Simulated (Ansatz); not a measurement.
SnH2MeBr (CH₅BrSn), relaxed as a singlet with RKS PBE-D4/def2-SVP in Ansatz, starting from the GFN2-xTB geometry. Force threshold 0.02 eV/Å.

In the def2 sets Sn takes a core potential; there is no spin–orbit coupling.

Start:

```xyz
8

Sn    0.040   -0.607    0.735
H     0.088   -2.273    0.410
H    -0.999   -0.367    2.056
C    -0.317    0.665   -0.982
H    -1.260    0.413   -1.450
H     0.489    0.534   -1.697
H    -0.341    1.700   -0.656
Br    2.299   -0.065    1.583
```

Estimate the energy that the relaxation releases and the steps that it takes.

0.07 eV, in 5 steps; 6 s on 4 threads of Arm Neoverse V1 on a shared host. No frequencies were taken in this run, so the end may be a saddle point.

Does the start keep its bonding?

By distances, no bond broke or formed. The bond that changes most is Sn1–Br8, from 2.47 to 2.53 Å (atoms count from 1).

Predict the relaxed structure.


Cartesian coordinates in Å:
```
Sn 0.040 -0.620 0.743
H 0.098 -2.299 0.335
H -1.050 -0.319 2.050
C -0.315 0.654 -0.966
H -1.293 0.404 -1.420
H 0.491 0.498 -1.708
H -0.315 1.711 -0.639
Br 2.345 -0.030 1.605
```
Bond lengths: 1 × Br–Sn 2.53 Å; 1 × C–Sn 2.16 Å; 3 × C–H 1.11 Å; 2 × H–Sn 1.73 Å.
